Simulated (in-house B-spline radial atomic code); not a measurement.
A fraction x of an electron is added to 4s in K, starting from [Ar] 4s1 and keeping the highest spin. Method: scalar-relativistic (X2C) SCAN, spin-polarised, spherical fractional occupations, Fermi nucleus of rms radius 3.4349 fm. Calculated with an all-electron radial atomic-structure program (B-spline basis).

| x | E(x) - E(0) (eV) | 4s down level (eV) |
| --- | --- | --- |
| 0 | 0.0000 | - |
| 0.1 | -0.1521 | -1.317 |
| 0.2 | -0.2704 | -1.064 |
| 0.3 | ? | ? |
| 0.4 | ? | ? |
| 0.5 | -0.4909 | -0.395 |

Q: What belongs in the row x = 0.3?

A: An energy change of -0.3660 eV; 4s down at -0.847 eV.

Q: What belongs in the row x = 0.4?

A: An energy change of -0.4398 eV; 4s down at -0.627 eV.

Q: Check Janak's theorem between x = 0.1 and 0.2.

A: The slope of the energy is -1.18 eV; the orbital levels give -1.19 eV (ε of the filling orbital, averaged over the two points).

Q: Up to what added charge does this functional bind the extra electron?

A: The highest level rises by about 2.3 eV per electron near x = 0.5 and would reach zero near x = 0.67, so a whole extra electron isn't bound at the basis-set limit.
